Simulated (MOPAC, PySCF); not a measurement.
[Hf(F)4], neutral singlet in the gas phase. 

Z-matrix (Å, degrees):
```
Hf
F 1 1.9145
F 1 1.9152 2 109.14
F 1 1.9156 2 109.51 3 119.94
F 1 1.9156 2 109.38 3 -120.03
```
Charge 0, multiplicity 1.

All levels are single points at this geometry (BP86-D3(BJ)/def2-SVP); Pople sets use spherical d functions. Orbital energies aren't observables, and empty levels follow the basis.

```json
[
 {"level": "B3LYP-D3(BJ)/def2-TZVP in PySCF", "HOMO (eV)": "-11.85", "LUMO (eV)": "-1.35", "gap (eV)": "10.50", "dipole (D)": "0.02", "vertical IE, Delta-SCF (eV)": "–"},
 {"level": "PBE-D3(BJ)/def2-TZVP in PySCF", "HOMO (eV)": "-10.09", "LUMO (eV)": "-1.72", "gap (eV)": "8.37", "dipole (D)": "0.02", "vertical IE, Delta-SCF (eV)": "–"},
 {"level": "TPSSh-D3(BJ)/def2-TZVP in PySCF", "HOMO (eV)": "-11.01", "LUMO (eV)": "-1.21", "gap (eV)": "9.80", "dipole (D)": "0.02", "vertical IE, Delta-SCF (eV)": "–"},
 {"level": "B3LYP/6-311+G** (LANL2DZ on Hf) in PySCF", "HOMO (eV)": "-12.14", "LUMO (eV)": "-1.98", "gap (eV)": "10.16", "dipole (D)": "0.02", "vertical IE, Delta-SCF (eV)": "–"},
 {"level": "B3LYP/6-31G* (LANL2DZ on Hf) in PySCF", "HOMO (eV)": "-11.40", "LUMO (eV)": "-1.17", "gap (eV)": "10.23", "dipole (D)": "0.02", "vertical IE, Delta-SCF (eV)": "14.02"},
 {"level": "B3LYP/LANL2DZ in PySCF", "HOMO (eV)": "-12.01", "LUMO (eV)": "-2.04", "gap (eV)": "9.97", "dipole (D)": "0.02", "vertical IE, Delta-SCF (eV)": "–"},
 {"level": "BP86/6-31G* (LANL2DZ on Hf) in PySCF", "HOMO (eV)": "-9.78", "LUMO (eV)": "-1.85", "gap (eV)": "7.93", "dipole (D)": "0.02", "vertical IE, Delta-SCF (eV)": "–"},
 {"level": "M06-2X/6-31G* (LANL2DZ on Hf) in PySCF", "HOMO (eV)": "-13.82", "LUMO (eV)": "-0.26", "gap (eV)": "13.55", "dipole (D)": "0.02", "vertical IE, Delta-SCF (eV)": "–"},
 {"level": "PBE/6-31G* (LANL2DZ on Hf) in PySCF", "HOMO (eV)": "-9.65", "LUMO (eV)": "-1.72", "gap (eV)": "7.93", "dipole (D)": "0.02", "vertical IE, Delta-SCF (eV)": "–"},
 {"level": "SVWN5/6-31G* (LANL2DZ on Hf) in PySCF", "HOMO (eV)": "-9.91", "LUMO (eV)": "-2.00", "gap (eV)": "7.91", "dipole (D)": "0.02", "vertical IE, Delta-SCF (eV)": "–"},
 {"level": "HF/6-31G* (LANL2DZ on Hf) in PySCF", "HOMO (eV)": "-17.31", "LUMO (eV)": "1.92", "gap (eV)": "19.23", "dipole (D)": "0.03", "vertical IE, Delta-SCF (eV)": "–"},
 {"level": "PM6 in MOPAC", "HOMO (eV)": "-13.41", "LUMO (eV)": "-2.23", "gap (eV)": "11.18", "dipole (D)": "0.00", "vertical IE, Delta-SCF (eV)": "–"},
 {"level": "PM7 in MOPAC", "HOMO (eV)": "-15.81", "LUMO (eV)": "-0.95", "gap (eV)": "14.86", "dipole (D)": "0.01", "vertical IE, Delta-SCF (eV)": "–"}
]
```
